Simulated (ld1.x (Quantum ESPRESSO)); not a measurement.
# iodine: excitation energies, all-electron against PAW

* Element: I
* Generator: ld1.x (Quantum ESPRESSO) 7.5
* Type: PAW
* Functional: PBE
* Relativity: fully relativistic
* Frozen core: [Kr]
* Valence charge: 17
* Reference configuration: 4d10 5s2 5p4 (charge +1)
* Partial waves: 5s (bound): rcut 1.75, rcutus 1.90 bohr; 5s channel at -1.35 Ry: rcut 1.75, rcutus 1.90 bohr; 5p (bound): rcut 1.85, rcutus 2.35 bohr; 5p channel at 0.85 Ry: rcut 1.85, rcutus 2.35 bohr; 4d (bound): rcut 1.30, rcutus 1.40 bohr; 4d channel at -3.05 Ry: rcut 1.30, rcutus 1.40 bohr
* Local potential: all-electron potential smoothed inside 1.50 bohr (lloc = -1)
* Core correction: Bessel-smoothed model core inside 1.40 bohr
* Augmentation charge: BESSEL, radius 1.05 bohr

Open shells are filled in proportion to 2j + 1 (rel_dist='average').

Energies are relative to the spin-unpolarised reference configuration 4d10 5s2 5p4; without spin polarisation the order of configurations can differ from experiment.

Q: Give the all-electron excitation energy and the error of the potential for: 4d10 5s2 5p5; 4d10 5s2 5p3; 4d10 5s2 5p2; 4d10 5s1 5p5; 4d10 5s2 5p4.5; 4d9 5s2 5p5; 4d10 5s2 5p1.

A:

```csv
valence configuration,charge,ΔE all-electron (eV),error AE − PS (meV)
4d10 5s2 5p5,0,-11.157,+0.8
4d10 5s2 5p3,+2,19.875,+1.3
4d10 5s2 5p2,+3,49.237,+5.2
4d10 5s1 5p5,+1,10.933,+2.8
4d10 5s2 5p4.5,+0.5,-6.612,+0.2
4d9 5s2 5p5,+1,47.039,+112
4d10 5s2 5p1,+4,88.703,+11
```

The ghost test of this file was not conclusive.
